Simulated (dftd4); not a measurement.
C3H10OSi, charge -1, doublet, geometry from GFN2-xTB (a state made from the parent by changing its charge; the spin is typed, not shown lowest).

dftd4 was given this input:
```
$ dftd4 mol.xyz --func bp86 --charge -1 --json dftd4.json --noedisp --property

# file mol.xyz
15

C      0.25810500     1.61005659    -1.27897079
Si    -0.12363230    -0.09155022    -0.29900619
C     -0.73203227    -1.88819897     0.47322274
C      1.69252362    -0.29976757     0.36371436
O     -1.09534832     0.79712445     0.79603221
H      0.96028164     1.45565335    -2.09936028
H      0.69243198     2.35867756    -0.61303408
H     -0.64626722     2.04413102    -1.70290150
H     -0.51617590    -1.96135055     1.54630561
H     -0.23942836    -2.73445673    -0.00574898
H     -1.80812858    -2.03778082     0.35411092
H      2.42167298     0.09159140    -0.34512197
H      1.84613086     0.23840435     1.30320670
H      1.95014350    -1.34242788     0.54781154
H     -1.47860015     0.25972567     1.48476329
```

Q: What does this run give for the partial charges in atom order, dispersion energy?

A: 
The partial charges in atom order comes out as C1 -0.33, Si2 0.18, C3 -0.35, C4 -0.34, O5 -0.63, H6 0.02, H7 0.05, H8 0.03, H9 0.03, H10 0.02, H11 0.02, H12 0.03, H13 0.04, H14 0.03, H15 0.20 and the dispersion energy is -10.73 kcal/mol.
